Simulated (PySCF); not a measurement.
pyrazole (C3H4N2), SMILES c1c[nH]nc1.

Geometry optimised at B3LYP-D3(BJ)/def2-SVP.

Computed with PBE/def2-TZVP (PySCF).

Gas-phase values at a fixed geometry.

Computed frontier levels, gap, dipole moment and polarisability:
| Item | Result |
|---|---|
| highest occupied level | -6.12 eV |
| lowest empty level | -0.59 eV |
| orbital gap | 5.53 eV |
| dipole moment | 0.465 e·Å |
| quadrupole, principal values (traceless, Buckingham form, about the centre of nuclear charge) | -5.90, -3.93, 9.83 D·Å |
| mean static polarisability | 46.1 bohr³ (6.83 Å³) |
| polarisability, principal values | 29.7, 52.6, 55.8 bohr³ |
